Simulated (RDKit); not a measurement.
Job for RDKit: MMFF94 on H2O (SMILES O).

```python
from rdkit import Chem
from rdkit.Chem import AllChem, rdDetermineBonds

blocks = [
'''3

O    -0.00000000   -0.00000000    0.38961139
H    -0.00000000    0.76498632   -0.19485569
H     0.00000000   -0.76498632   -0.19485569
''',
]
mol = None
for b in blocks:
    f = Chem.MolFromXYZBlock(b)
    rdDetermineBonds.DetermineBonds(f, charge=0)
    mol = f if mol is None else Chem.CombineMols(mol, f)
Chem.SanitizeMol(mol)
print(Chem.MolToSmiles(Chem.RemoveHs(mol)))
ff = AllChem.MMFFGetMoleculeForceField(mol, AllChem.MMFFGetMoleculeProperties(mol), nonBondedThresh=100.0, ignoreInterfragInteractions=False)
e = ff.CalcEnergy()
print(f'MMFF94 energy {e:.6f} kcal/mol')
```

Program output:

```
O
MMFF94 energy 0.059832 kcal/mol
```

The run finished.

Cost: about 0.03 core-seconds (a rough figure).
